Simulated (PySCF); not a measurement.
## Working out the ionisation energy of Al⁺

Al⁺ [Ne] 3s2 (1S) → Al²⁺ [Ne] 3s1 (2S). Computed with PySCF 2.14 in aug-cc-pCVTZ-DK with one added diffuse shell each of s, p, d, f type (9s8p6d4f, 91 functions), with the spin-free X2C one-electron Hamiltonian (Gaussian nucleus). Frozen: 1s2. Energies in hartree (1 hartree = 27.21139 eV):

```tsv
part	Al⁺ (lower)	Al²⁺ (upper)
UHF	-242.109199	-241.464210
CCSD correlation	-0.322817	-0.279960
(T)	-0.003367	-0.002005
```

Problem. What does Hartree-Fock give?

Solution. (-241.464210) − (-242.109199) = 0.644989 hartree = 17.551 eV.

Problem. What do CCSD and CCSD(T) give?

Solution. The CCSD correlation energies differ by 0.042857 hartree = 1.166 eV and the triples by 0.001362 hartree = 0.037 eV, so CCSD gives 18.717 eV and CCSD(T) 18.754 eV.

Measured between the centres of the two terms (NIST): 18.829 eV, so CCSD(T) (valence and next inner shell) is off by -0.075 eV.

What remains against the reference includes basis incompleteness, the frozen core and higher excitations.
